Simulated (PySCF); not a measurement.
CH3F3Ti, SMILES [CH3][Ti]([F])([F])[F], multiplicity 1. Geometry: PBE0-D3(BJ)/def2-SVP. The multiplicity is an assumed one; no other spin state was optimised. The structure was generated by enumeration; whether it is a known compound was not checked.

Give the equilibrium geometry at PBE0-D3(BJ)/def2-SVP (PySCF confirms it by a frequency run) as a Z-matrix, and its point group. (The exact figures need the calculation; the answer reports its results.)

point group C3v.
```
Ti
F 1 1.7337
F 1 1.7337 2 112.54
F 1 1.7337 2 112.54 3 128.43
C 1 2.0304 2 106.20 3 -115.79
H 5 1.1023 1 108.98 2 180.00
H 5 1.1023 6 109.96 1 119.39
H 5 1.1023 6 109.96 7 121.22
```
Charge 0, spin multiplicity 1.
